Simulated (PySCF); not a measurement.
# Ionisation energy of Fe¹⁶⁺ by level of theory

Fe¹⁶⁺ [Ne] → Fe¹⁷⁺ [He] 2s2 2p5 [2p1/2^2 2p3/2^3, M_J = 3/2], as a difference of total energies. All numbers are calculated (PySCF 2.14, the two-component X2C-1e Hamiltonian, in an uncontracted even-tempered set (18 s from 3.4 bohr⁻², ratio 2.4; 12 p from 4.4 bohr⁻², ratio 2.4; 5 d from 21 bohr⁻², ratio 2.6; 5 f from 32 bohr⁻², ratio 2.6)). Correlated levels: nothing frozen; the 34 highest virtual spinors dropped. "Screened" scales the spin-orbit matrix elements by Boettger's factors to mimic the two-electron term; Breit and QED terms are absent.

```csv
method,ionisation energy (eV)
GHF (spin-free),1265.0
GMP2 (spin-free),1266.5
GHF (screened spin-orbit),1260.7
GMP2 (screened spin-orbit),1262.2
```

For comparison: 1262.7 ± 0.7 eV (semi-empirical (NIST evaluation); NIST Atomic Spectra Database, ionization energies).
